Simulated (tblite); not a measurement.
Compound: methyldimethoxychlorosilane, C3H9ClO2Si.
Numbering: `[CH3:1][O:2][Si:3]([CH3:4])([Cl:5])[O:6][CH3:7]` (hydrogens: H8, H9, H10 on C1; H11, H12, H13 on C4; H14, H15, H16 on C7)

Structure used (GFN2-xTB), in Å, numbered top down from 1:
```xyz
16
C3H9ClO2Si angstrom
C     -2.017   -1.339    1.032
O     -1.492   -0.087    0.665
Si    -0.261    0.274   -0.311
C     -0.134    2.159   -0.265
Cl    -0.605   -0.368   -2.214
O      1.042   -0.530    0.236
C      2.315   -0.664   -0.340
H     -2.869   -1.155    1.686
H     -2.345   -1.892    0.149
H     -1.266   -1.926    1.561
H      0.108    2.505    0.734
H      0.639    2.518   -0.938
H     -1.068    2.627   -0.558
H      2.833   -1.462    0.189
H      2.877    0.266   -0.238
H      2.235   -0.918   -1.399
```

All values are computed: GFN2-xTB (tblite) harmonic vibrations without scaling, gas phase. The method is semi-empirical: single wavenumbers can be off by several per cent or more. One conformer, not necessarily the lowest.

Harmonic wavenumbers (cm⁻¹): 47.3, 71.1, 74.8, 90.2, 103.2, 106.5, 143.0, 161.4, 209.3, 239.9, 303.8, 355.9, 448.6, 686.1, 770.9, 804.7, 840.1, 870.3, 1122.7, 1128.3, 1130.9, 1133.5, 1152.0, 1154.8, 1382.1, 1405.2, 1410.9, 1471.4, 1473.4, 1476.6, 1477.6, 1478.4, 1480.8, 2961.5, 2962.9, 2969.9, 2979.2, 2997.8, 2998.8, 3044.7, 3054.5, 3063.0.

A = 1758, B = 1458, C = 1296 MHz; mass 140.006 u (most abundant isotopes); point group C1, symmetry number 1.

Q: Zero-point energy?

A: ½Σν̃ = 26619 cm⁻¹ = 76.11 kcal/mol.

Q: Entropy at 350 K, 1 bar (ideal gas, RRHO, classical rotation)?

A: Translation 41.54, rotation 29.44, vibration 42.47: S = 113.4 cal/(mol K).

Q: And Cp and H(350 K) − H(0)?

A: Cp = 40.76 cal/(mol K), of which vibrations give 32.81 (their classical limit is 42 R = 83.5); H(350 K) − H(0) = 9.78 kcal/mol without the zero-point energy, 6.99 from vibrations.

Q: How do the functions run with temperature in this model?

A: 
| T (K) | S (cal/(mol K)) | Cp (cal/(mol K)) | H − H(0) (kcal/mol) | G − H(0) (kcal/mol) | ln q(vib) |
| --- | --- | --- | --- | --- | --- |
| 50 | 60.4 | 16.9 | 0.57 | -2.45 | 0.77 |
| 100 | 74.6 | 24.0 | 1.61 | -5.85 | 2.73 |
| 298.15 | 107.2 | 37.3 | 7.75 | -24.21 | 9.78 |
| 373.15 | 116.1 | 42.3 | 10.74 | -32.59 | 11.97 |
| 500 | 129.6 | 49.9 | 16.60 | -48.19 | 15.35 |
| 750 | 152.1 | 61.4 | 30.61 | -83.49 | 21.25 |
| 1000 | 170.9 | 69.2 | 46.99 | -123.94 | 26.45 |

q(vib) and H(0) count from the zero-point level.

Q: What must be added to the electronic energy to get the Gibbs energy at 350 K and 1 bar?

A: ZPE + [H(350 K) − H(0)] − T·S = 76.11 + 9.78 − 39.71 = 46.18 kcal/mol.

Q: Which modes carry the vibrational entropy at 350 K?

A: 47.3 cm⁻¹: 5.24; 71.1 cm⁻¹: 4.44; 74.8 cm⁻¹: 4.34; 90.2 cm⁻¹: 3.97; 103.2 cm⁻¹: 3.71; 106.5 cm⁻¹: 3.64 cal/(mol K); the other 36 give 17.12 together.

Hindered rotation and anharmonicity are outside this model. Other conformers, if any are populated, would add a mixing term that is left out. The structure is chiral; the term R ln 2 for an equal mix with its mirror image is left out.
